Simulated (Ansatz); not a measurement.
Program: Ansatz 0.2.0.

A structure relaxed at PBE0-D4/def2-TZVP, charge 0, multiplicity 1:

```json
{"atom": "C1", "x (Å)": "-0.7464", "y (Å)": "-0.4024", "z (Å)": "1.4071"}
{"atom": "O2", "x (Å)": "0.0778", "y (Å)": "0.4552", "z (Å)": "0.6561"}
{"atom": "Ge3", "x (Å)": "0.1916", "y (Å)": "0.2350", "z (Å)": "-1.1020"}
{"atom": "O4", "x (Å)": "1.6479", "y (Å)": "1.1026", "z (Å)": "-1.5917"}
{"atom": "H5", "x (Å)": "-1.8120", "y (Å)": "-0.1913", "z (Å)": "1.2499"}
{"atom": "H6", "x (Å)": "-0.5242", "y (Å)": "-0.2460", "z (Å)": "2.4652"}
{"atom": "H7", "x (Å)": "-0.5692", "y (Å)": "-1.4618", "z (Å)": "1.1761"}
{"atom": "H8", "x (Å)": "0.2908", "y (Å)": "-1.2836", "z (Å)": "-1.3665"}
{"atom": "H9", "x (Å)": "-0.9631", "y (Å)": "0.9187", "z (Å)": "-1.8447"}
{"atom": "H10", "x (Å)": "2.4068", "y (Å)": "0.8735", "z (Å)": "-1.0494"}
```

Task: Give its formula and SMILES.

Result: CH6GeO2, `C[O][GeH2][OH]`.

Task: Summarise the bond lengths by kind.

Result: 1 × C–O 1.407 Å; 3 × C–H 1.092 to 1.099 Å; 2 × Ge–O 1.764 to 1.775 Å; 2 × Ge–H 1.534 to 1.545 Å; 1 × H–O 0.960 Å.
